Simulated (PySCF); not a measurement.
**LDA on Sr (strontium, neutral)**

Configuration: [Kr] 5s2, closed-shell 1S. Calculation: PySCF 2.14, in aug-cc-pwCVTZ-X2C with one added diffuse shell each of s, p, d, f type (11s10p8d4f, 109 functions); scalar relativity by spin-free X2C-1e.

* Total energy: -3175.12 hartree
* One-electron energy: -4396.27 hartree
* Hartree (Coulomb) energy: 1322.81 hartree
* Exchange-correlation energy: -101.65 hartree
* ⟨S²⟩: 0.0000
* ⟨L²⟩: 0.000
* Sum of ⟨r⟩: 30.97 bohr
* Sum of ⟨r²⟩: 68.49 bohr²
* Langevin diamagnetic susceptibility: -54.2 ×10⁻⁶ cm³/mol

```tsv
shell	electrons	mean orbital energy (eV)	rms radius, mean of both spins (bohr)
1s	2	-15892.4	0.0451
2s	2	-2154.1	0.187
2p	6	-1916.5	0.166
3s	2	-332.63	0.528
3p	6	-255.84	0.539
3d	10	-128.53	0.551
4s	2	-40.901	1.45
4p	6	-22.865	1.69
5s	2	-3.640	4.56
```

Densities and radii are taken from the X2C orbitals without a picture-change correction, which distorts them close to the nucleus.
